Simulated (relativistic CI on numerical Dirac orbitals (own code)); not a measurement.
**Er24+: sensitivity of the levels to the model**

Base calculation: Dirac-Coulomb-Breit CI, orbitals from a KLI potential per configuration, QED by a radiative potential, unscaled Slater integrals.

Configuration list (outside the closed core [Ar] 3d10): 4s2 4p6 4d8, 4s2 4p5 4d9, 4s2 4p6 4d7 4f, 4s 4p6 4d9, 4s2 4p5 4d8 4f, 4s2 4p6 4d7 5s, 4s 4p6 4d8 4f, 4s2 4p6 4d7 5p, 4s2 4p6 4d6 4f 5s, 4s2 4p6 4d7 5d, 4s2 4p5 4d8 5s, 4s2 4p6 4d6 5s 5p, 4s2 4p6 4d7 5f, 4s2 4p6 4d7 6s, 4s2 4p6 4d7 6p, 4s 4p6 4d7 4f 5s, 4s2 4p5 4d8 5d, 4p6 4d9 4f, 4s 4p6 4d8 5s, 4s2 4p6 4d7 6f, 4s 4p6 4d8 5p, 4s2 4p6 4d7 7p, 4s 4p6 4d7 5s 5p, 4p6 4d10, 4p5 4d10 4f, 4s2 4p6 4d6 5s2, 4s2 4p6 4d5 4f 5s2, 4s2 4p5 4d6 4f 5s2, 4s 4p6 4d6 4f 5s2, 4p6 4d9 5s, 4p5 4d10 5s, 4p5 4d9 4f 5s. Double excitations out of closed p, d and f shells are left out; levels of such configurations are missing from the list, as are those of other unlisted configurations, and high levels can miss mixing partners. These lack a partner that the ground configuration has and come out too high: 4s2 4p5 4d8 5d.

Variants: (1) valence Slater integrals scaled by 0.9; (2) configuration mixing switched off; (3) non-relativistic limit. Shifts of the energy above 4s2 4p6 4d8 3F_4, in cm⁻¹, for the lowest level and the first level of each name with at least 55 % of one term (blank where a level changes its place among those of its configuration and J or its character, or is not in the variant):

| Level | Base | Δ(1) | Δ(2) | Δ(3) |
| --- | --- | --- | --- | --- |
| 4s2 4p6 4d8 3F_4 | 0 | 0 | 0 | 0 |
| 4s2 4p6 4d8 3F_3 | 75795 | +308 | -626 | -75795 |
| 4s2 4p6 4d8 3P_0 | 77795 | -6968 | -4128 | -38899 |
| 4s2 4p6 4d8 3P_1 | 114977 | -3641 | -1702 | -76081 |
| 4s2 4p6 4d8 1G_4 | 119319 | -4255 | +362 | -68837 |
| 4s2 4p6 4d8 1S_0 | 252815 | -11025 | -7737 | -112840 |
| 4s2 4p5 4d9 3F°_4 | 1211021 | +8348 | +32000 | -101971 |
| 4s2 4p5 4d9 3D°_3 | 1222121 | +9703 | +107587 |  |
| 4s2 4p6 4d7 4f 5G°_6 | 1313615 | +5307 | -22325 | -41390 |
| 4s2 4p5 4d9 3P°_0 | 1319849 | +6064 | +78245 | -176674 |
| 4s2 4p6 4d7 4f 5I°_8 | 1346157 | +1255 | -22720 | -21684 |
| 4s2 4p6 4d7 4f 5D°_0 | 1366845 | -535 | -22054 | -45574 |

At this charge energies of transitions that change n are usually good to better than 1 %, and those within a shell (Δn = 0) to a few per cent. Terms inside the open d or f shell come out 10 to 20 % too wide with unscaled integrals.

Ionisation energy from the two ground configurations alone: base 853.112 eV; valence Slater integrals scaled by 0.9 853.333 eV. The NIST ASD value (theoretical) is 853 eV.

LS names give the leading component of a level, which can be under half, so a name can repeat, a term be missing and a line seem to break the LS rules.
